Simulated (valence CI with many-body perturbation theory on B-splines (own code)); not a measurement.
**Ag32+: calculated level list**

Calculated by valence CI with perturbative core correlation (CI+MBPT): five valence electrons over a frozen Dirac-Fock core [Ne], radial functions for each j: 9 s, 9 p, 8 d, 6 f, 3 g, 1 h, with the one-electron correlation potential Σ1 (screened to all orders), the two-electron term Σ2, the three-electron term Σ3, Breit, model QED; selected single and double excitations, second order for the rest, scaled by the run's own slope (own B-spline code, finite nucleus).

The last digits are not significant, and no measured levels were compared; by estimate large intervals hold to a few tenths of a per cent, small ones and those within an open d or f shell to about a per cent. Among the levels kept, up to 1700 cm⁻¹ of a level comes from second order outside the variational space, and about a tenth of that is noise between levels of different J, which matters for small intervals.

Levels 1 to 34 of 34, with energies above the lowest level, (3s^2 3p1/2^2 3p3/2) J=3/2. "Leading %" is the weight of the configuration and term that name the level; weights of strongly mixed levels are sums over their largest components and can fall short, so below about 35 % the name and the second component can differ from the true leading terms, or belong to a minority configuration. In the jj column 3d3/2^4 stands for four electrons in 3d with j = 3/2.

```
No.  Configuration  Term    J  E (eV)  Leading %      g                     Leading jj
  1        3s2 3p3   2P°  3/2    0.00         39  1.461      3s^2 3p1/2^2 3p3/2 (96 %)
  2        3s2 3p3   2D°  3/2   34.78         48  1.395      3s^2 3p1/2 3p3/2^2 (96 %)
  3        3s2 3p3   2D°  5/2   41.46         98  1.196      3s^2 3p1/2 3p3/2^2 (98 %)
  4        3s2 3p3   2P°  1/2   49.78         98  0.660      3s^2 3p1/2 3p3/2^2 (98 %)
  5        3s2 3p3   2P°  3/2   85.11         56  1.267            3s^2 3p3/2^3 (96 %)
  6         3s 3p4    4P  5/2  117.93         69  1.511      3s 3p1/2^2 3p3/2^2 (81 %)
  7     3s2 3p2 3d    4F  3/2  123.71         29  0.908      3s^2 3p1/2^2 3d3/2 (75 %)
  8         3s 3p4    4P  1/2  136.32         47  2.331      3s 3p1/2^2 3p3/2^2 (75 %)
  9         3s 3p4    4P  3/2  139.32         34  1.135      3s 3p1/2^2 3p3/2^2 (46 %)
 10     3s2 3p2 3d    4F  5/2  142.95         33  1.180      3s^2 3p1/2^2 3d5/2 (76 %)
 11         3s 3p4    4P  3/2  157.10         34  1.310        3s 3p1/2 3p3/2^3 (57 %)
 12     3s2 3p2 3d    2P  3/2  159.96         39  1.028  3s^2 3p1/2 3p3/2 3d3/2 (78 %)
 13     3s2 3p2 3d    2F  5/2  159.97         37  1.035  3s^2 3p1/2 3p3/2 3d3/2 (84 %)
 14     3s2 3p2 3d    4D  1/2  160.85         66  0.343  3s^2 3p1/2 3p3/2 3d3/2 (90 %)
 15         3s 3p4    2D  5/2  165.03         37  1.153        3s 3p1/2 3p3/2^3 (46 %)
 16     3s2 3p2 3d    4F  7/2  166.31         43  1.109  3s^2 3p1/2 3p3/2 3d3/2 (81 %)
 17     3s2 3p2 3d    4D  7/2  170.03         48  1.304  3s^2 3p1/2 3p3/2 3d5/2 (95 %)
 18     3s2 3p2 3d    4F  9/2  176.56         53  1.226  3s^2 3p1/2 3p3/2 3d5/2 (94 %)
 19         3s 3p4    2P  1/2  177.70         25  1.137        3s 3p1/2 3p3/2^3 (38 %)
 20     3s2 3p2 3d    4D  3/2  179.15         39  1.157  3s^2 3p1/2 3p3/2 3d5/2 (41 %)
 21     3s2 3p2 3d    4P  5/2  179.74         32  1.272  3s^2 3p1/2 3p3/2 3d5/2 (55 %)
 22     3s2 3p2 3d    4P  3/2  185.77         23  1.243  3s^2 3p1/2 3p3/2 3d3/2 (63 %)
 23     3s2 3p2 3d    4D  5/2  187.93         35  1.269  3s^2 3p1/2 3p3/2 3d3/2 (40 %)
 24     3s2 3p2 3d    2G  7/2  188.87         49  1.054  3s^2 3p1/2 3p3/2 3d5/2 (68 %)
 25     3s2 3p2 3d    4P  1/2  189.30         38  2.022  3s^2 3p1/2 3p3/2 3d3/2 (69 %)
 26     3s2 3p2 3d    2P  3/2  194.92         33  1.309  3s^2 3p1/2 3p3/2 3d5/2 (55 %)
 27     3s2 3p2 3d    2D  5/2  197.40         52  1.135  3s^2 3p1/2 3p3/2 3d5/2 (64 %)
 28     3s2 3p2 3d    2D  3/2  197.59         59  0.944  3s^2 3p1/2 3p3/2 3d5/2 (47 %)
 29     3s2 3p2 3d    2P  1/2  202.92         63  1.182  3s^2 3p1/2 3p3/2 3d5/2 (38 %)
 30     3s2 3p2 3d    2F  7/2  212.78         48  1.251      3s^2 3p3/2^2 3d5/2 (96 %)
 31     3s2 3p2 3d    2P  1/2  212.86         36  1.230      3s^2 3p3/2^2 3d5/2 (44 %)
 32     3s2 3p2 3d    2G  9/2  215.68         53  1.210      3s^2 3p3/2^2 3d5/2 (94 %)
 33     3s2 3p2 3d    4P  1/2  220.29         30  1.401      3s^2 3p3/2^2 3d3/2 (70 %)
 34     3s2 3p2 3d    2D  5/2  221.27         34  1.197      3s^2 3p3/2^2 3d3/2 (66 %)
```

The ionisation energy to 3s2 3p2 3P_0 of the next ion comes out as 1963.2 eV (NIST: 1979 ± 8 eV (semi-empirical)). All 34 levels together are meant to be complete up to 221.37 eV.
